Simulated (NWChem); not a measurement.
BF$_{2}$, doublet; SMILES F[B]F

All runs: NWChem. Pople sets run with spherical d functions. Spin-unrestricted. In the optimisation the excess spin sits in a1 (C2v, its own frame). No stability test was run on the SCF state. The level has its own optimisation; frequencies are unscaled.

Task: What does the run give for B3LYP/6-31G*? Quantities: r B–F (Å); highest harmonic frequency (cm⁻¹); lowest (cm⁻¹); zero-point energy (kcal/mol); dipole (D).

Result: The r B–F (Å) is 1.316, the highest harmonic frequency (cm⁻¹) comes out as 1431 and the lowest (cm⁻¹) is 522. The zero-point energy (kcal/mol) is 4.5. The dipole (D) is 0.27.
